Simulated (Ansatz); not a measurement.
System: CdCl2, net charge -1, doublet state. The spin state was set by rule; other spins were not relaxed. 
Structure (B3LYP-D3(BJ)/def2-TZVP (Ansatz, a first-principles code) minimum search):
```xyz
3

Cd     0.3411     0.0236     0.3929
Cl     1.1423     0.3753    -1.9891
Cl    -2.1054    -0.4420     0.8798
```
Charge -1, spin multiplicity 2.

Basis-set convergence of Hartree-Fock and CCSD correlation energies (hartree) with Ansatz. Valence correlation only, unless marked. UHF or UKS for open shells. Spin-orbit coupling is left out. Frozen are the shells of the preceding noble gas and the d and f shells that filled before the atom's block. In def2 rows, elements after Kr have scalar-relativistic effective core potentials.

| basis | functions | E(HF) | E(corr, CCSD) |
|---|---|---|---|
| def2-SVPD | 88 | -1085.71625 | -0.58663 |
| def2-TZVPPD | 158 | … | … |

**Question.** Fill in the missing entries.

**Answer.** 
- def2-TZVPPD, E(HF): -1086.04688
- def2-TZVPPD, E(corr, CCSD): -0.82223
